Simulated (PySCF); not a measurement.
Computed with B3LYP-D3(BJ)/def2-TZVP // r2SCAN-D4/def2-SVP in PySCF. Gas-phase values, no solvent. B3LYP has the VWN-RPA correlation part, as in Gaussian. 

Reference species: [W(Cl)6] (neutral, multiplicity 1).

```
Quantity                                  Value
-------------------------------------  --------
HOMO                                   -8.92 eV
charge on the central atom (Mulliken)    1.09 e
```

Changed species: [W(Cl)3(F)3] (3 of 6 Cl replaced by F; the reference has 0 of 6 Cl replaced by F).

### Question
Give the shifts of the HOMO and charge on the central atom (Mulliken).

### Answer
the HOMO falls by 0.67 eV, to -9.59 eV; the charge on the central atom (Mulliken) rises by 0.38 e, to 1.47 e.
